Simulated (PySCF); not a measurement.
Here is a job for PySCF.
```python
from pyscf import gto, scf, dft
from pyscf.prop import polarizability

mol = gto.M(
    atom='''
B     0.31639535   -0.27710746    0.33821130
F     1.63279525   -0.44084850    0.09019323
O    -0.14638599   -0.83967889    1.45119126
H     0.47847073   -1.32136809    2.00038336
Si   -0.85820610    0.73643461   -0.88458140
H    -2.22179807    0.89199869   -0.36885763
H    -0.98669639    0.09727435   -2.20248271
H    -0.36113687    2.09261550   -1.15722923
''',
    basis='6-31g*',
    verbose=4,
)

mf = dft.RKS(mol)
mf.xc = 'b3lyp'
mf.kernel()
alpha = mf.Polarizability().polarizability()[2, 2]
print('alpha_zz =', alpha)
```

Problem. What does this run give for the nuclear repulsion energy, dipole moment, polarisability along z, Mulliken (on the basis functions themselves) charges in atom order, HOMO-LUMO gap?

Solution. 
| Property | Result |
|---|---|
| nuclear repulsion energy | 148.2269 Eh |
| dipole moment | 1.75 D |
| polarisability along z | 40.0 bohr³ |
| Mulliken (on the basis functions themselves) charges in atom order | B1 0.44, F2 -0.28, O3 -0.53, H4 0.42, Si5 0.11, H6 -0.05, H7 -0.05, H8 -0.05 |
| HOMO-LUMO gap | 8.17 eV |
